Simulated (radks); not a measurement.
Ba XXVII, 30 electrons, occupied as [Ar] 3d10 4s2 (the NIST ground configuration).

Method: Dirac Kohn-Sham, PBE, spin-unpolarised, spherical densities, finite nucleus; Fermi nuclear charge, rms radius 4.8378 fm; computed with a radial shooting solver on a logarithmic mesh with Libxc functionals.

Energy parts (hartree):
total: -7810.7484
kinetic: 8356.2709
electron-nucleus: -18018.5117
Hartree: 2020.5240
exchange-correlation: -169.0316

Orbitals (lengths in bohr, moments of r in powers of bohr; r(90%) holds 90 % of the orbital's charge):
orbital	occ.	eigenvalue (hartree)	r(90%)	<1/r>
1s1/2	2	-1399.702	0.0461	60.70
2s1/2	2	-247.0227	0.169	14.28
2p1/2	2	-234.6678	0.151	14.26
2p3/2	4	-220.5781	0.159	13.01
3s1/2	2	-74.65624	0.421	5.208
3p1/2	2	-69.49190	0.414	5.125
3p3/2	4	-66.66892	0.430	4.818
3d3/2	4	-57.72426	0.401	4.688
3d5/2	6	-57.10996	0.405	4.609
4s1/2	2	-33.93677	0.842	2.442

The highest occupied level is 4s1/2 at -923.47 eV. The density falls to 0.001 e/bohr^3 at r = 1.31 bohr. The electron density at the nucleus is 3.234e+05 e/bohr^3. For comparison, the ionisation energy in NIST's Atomic Spectra Database is 935 eV (theoretical). In exact Kohn-Sham theory the highest level is minus the ionisation energy, but local and semilocal functionals leave it too shallow, through self-interaction and a potential that decays too fast; potentials with the right tail come closer.
